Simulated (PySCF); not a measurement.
**Broadened absorption spectrum of C8H5F**

Compound: C8H5F.
SMILES: `C#C/C=C(\F)C#CC=C`

Computed with PySCF, TDDFT PBE0/def2-SVPD, vertical, gas phase, core orbitals frozen in the response. Isolated species at its GFN2-xTB geometry, gas phase.

Computed states:

| state | E (eV) | f |
| --- | --- | --- |
| S1 | 4.13 | 0.880 |
| S2 | 4.69 | 0.0000 |
| S3 | 4.85 | 0.0000 |
| S4 | 5.18 | 0.0009 |
| S5 | 5.29 | 0.016 |
| S6 | 5.89 | 0.0010 |

Broadening: Gaussians 0.3 eV wide at half height, area fixed by f = 4.319×10⁻⁹ ∫ε dν̃. The width is an assumption, not a result. The curve ends short of the highest state used, and states not computed would add to its high-energy end.

Question: What does the envelope look like, and where are its maxima?

Answer: 
```csv
λ (nm),ε (L mol⁻¹ cm⁻¹)
234.3,1453
237.9,1207
241.4,718
244.9,317
248.5,106
252.0,30
255.5,9
259.0,4
262.6,4
266.1,17
269.6,97
273.2,488
276.7,1855
280.2,5611
283.8,14029
287.3,27959
290.8,46316
294.4,65038
297.9,76883
301.4,78263
305.0,68926
308.5,53402
312.0,36661
315.6,22138
319.1,12188
322.6,6085
326.2,2708
329.7,1131
333.2,437
336.7,157
```

Maxima: 300 nm (4.13 eV), ε about 79000, made up of S1 (100%); 234 nm (5.29 eV), ε about 1500, made up of S5 (96%) (ε in L mol⁻¹ cm⁻¹; maxima over ε = 5, shares over 10%).

Question: What would ε be at 4.13 eV, the highest of these maxima, with half the width (0.15 eV)?

Answer: About 158000 L mol⁻¹ cm⁻¹ against 79100, a factor of about 2.00; a lone state at its own centre would give exactly 2.

Question: On this curve, what absorbance would a 10⁻⁴ mol/L sample give at 308 nm over a 1 cm path?

Answer: 308 nm is 4.025 eV, where ε is about 56000 L mol⁻¹ cm⁻¹, so A = ε c l ≈ 5.6 (Beer–Lambert, with the gas-phase spectrum and the assumed width).

Question: Does any computed singlet lie in the visible range?

Answer: No computed singlet lies in the visible range (380 to 750 nm); the lowest, at 300 nm, stands 0.87 eV above its violet end (3.26 eV); a Tamm–Dancoff triplet lies at 534 nm, without intensity as long as spin–orbit coupling is left out.

Hardware: one thread of an Arm Neoverse N1, on a shared host. Cost: 54 s wall, 0.93 GiB resident at most.
